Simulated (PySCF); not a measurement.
## Badger's rule along the fourth-period p block: bonds to Cs

r²SCAN in PySCF with def2-SVP on every atom (core potentials on Cs), for the lowest determinant that a PBE0 search found; no spin–orbit coupling. Badger's rule says that Re = d + c·k^(−1/3) for bonds between atoms of fixed rows.

```csv
molecule,state (unpaired electrons),Re (Å),k (mdyn/Å)
CsBr,singlet (closed shell),3.146,0.672
CsSe,doublet (π ↑),3.276,?
CsGe,"quartet (σ ↑, π ↑↑)",3.407,?
CsAs,triplet (π ↑↑),3.468,0.354
```

Q: Fix c and d from CsBr and CsAs.

A: c = (3.468 − 3.146)/(0.354^(−1/3) − 0.672^(−1/3)) = 1.184, d = 3.146 − c·0.672^(−1/3) = 1.794 Å.

Q: Predict k of the others and set the computed values beside them.

A: 

```
molecule  k by the rule  k computed  difference (%)
    CsSe          0.510       0.538              -5
    CsGe          0.396       0.336              18
```

The rule misses by 12 % on average; it knows nothing of spin state or of how ionic a bond is, and both change along this series.

Spin–orbit coupling is left out. States were picked by a PBE0 search and need not be the measured ground states.
